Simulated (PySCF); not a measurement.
**Radial density of Sn (tin, neutral)**

UHF, [Kr] 4d10 5s2 5p2, high-spin 3P determinant. All numbers are calculated (PySCF 2.14, scalar relativity through the core potential, in cc-pVTZ-PP with ECP28MDF). This is the valence pseudo-density: the core potential removes the inner electrons and smooths the orbitals near the nucleus.

```json
{"r (bohr)": "0.00444", "4πr²ρ (e/bohr)": "1.422e-05", "4πr²(ρα − ρβ)": "0.0000"}
{"r (bohr)": "0.00747", "4πr²ρ (e/bohr)": "3.737e-05", "4πr²(ρα − ρβ)": "0.0000"}
{"r (bohr)": "0.0126", "4πr²ρ (e/bohr)": "8.810e-05", "4πr²(ρα − ρβ)": "0.0000"}
{"r (bohr)": "0.0211", "4πr²ρ (e/bohr)": "0.0001749", "4πr²(ρα − ρβ)": "0.0000"}
{"r (bohr)": "0.0356", "4πr²ρ (e/bohr)": "0.0003134", "4πr²(ρα − ρβ)": "0.0000"}
{"r (bohr)": "0.0598", "4πr²ρ (e/bohr)": "0.0006107", "4πr²(ρα − ρβ)": "0.0000"}
{"r (bohr)": "0.101", "4πr²ρ (e/bohr)": "0.002874", "4πr²(ρα − ρβ)": "0.0000"}
{"r (bohr)": "0.169", "4πr²ρ (e/bohr)": "0.03198", "4πr²(ρα − ρβ)": "0.0000"}
{"r (bohr)": "0.285", "4πr²ρ (e/bohr)": "0.5499", "4πr²(ρα − ρβ)": "0.0013"}
{"r (bohr)": "0.479", "4πr²ρ (e/bohr)": "8.040", "4πr²(ρα − ρβ)": "0.0344"}
{"r (bohr)": "0.805", "4πr²ρ (e/bohr)": "22.97", "4πr²(ρα − ρβ)": "0.0305"}
{"r (bohr)": "1.35", "4πr²ρ (e/bohr)": "8.659", "4πr²(ρα − ρβ)": "0.0813"}
{"r (bohr)": "2.28", "4πr²ρ (e/bohr)": "2.251", "4πr²(ρα − ρβ)": "0.7182"}
{"r (bohr)": "3.83", "4πr²ρ (e/bohr)": "0.6886", "4πr²(ρα − ρβ)": "0.4635"}
{"r (bohr)": "6.45", "4πr²ρ (e/bohr)": "0.04808", "4πr²(ρα − ρβ)": "0.0427"}
{"r (bohr)": "10.8", "4πr²ρ (e/bohr)": "0.0002158", "4πr²(ρα − ρβ)": "0.0002"}
```

Energies and moments cover only the electrons outside the core potential.
